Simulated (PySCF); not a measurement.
Task: Write Cartesian coordinates for `[F][GeH]1[O]CC[O]1` as optimised with PBE0-D3(BJ)/def2-SVP.

Result: 
```
atom  x, y, z in Å
F1     1.8259   -0.7158    1.9830
Ge2    1.5171   -0.2462    0.3463
O3     0.5031    1.2053    0.3710
C4    -0.7162    0.9098   -0.2901
C5    -0.9641   -0.6019   -0.2304
O6     0.2773   -1.2702   -0.3949
H7     2.8574   -0.2014   -0.3698
H8    -1.5337    1.4625    0.1991
H9    -0.6587    1.2455   -1.3426
H10   -1.6504   -0.9232   -1.0289
H11   -1.4136   -0.8790    0.7416
```

Orientation and origin are arbitrary. Atoms count from 1 in this order. O3 (oxygen bonded to C and Ge) is bent (angle 108.4°). The 5-membered ring Ge2–O3–C4–C5–O6 has internal angles of 94.5° to 109.0°; it is puckered, 0.15 Å rms from its mean plane, widest ring torsion 38°. Ge2 (germanium bonded to F, 2 O and H) has angles from 94.5° to 119.2°.

Bonds between heavy atoms (Å): F1–Ge2 1.730, Ge2–O3 1.771, O3–C4 1.418, C4–C5 1.533, C5–O6 1.419, Ge2–O6 1.771.

Theory: PBE0-D3(BJ)/def2-SVP geometry optimisation, gas phase (PySCF 2.14.0).

Point group: C1 (no symmetry element, even within 0.4 Å). Stationary, but not proved a minimum. One conformer, not necessarily the lowest (F1–Ge2–O3–C4 -119°, Ge2–O3–C4–C5 24°, O3–C4–C5–O6 -38°, C4–C5–O6–Ge2 33°).
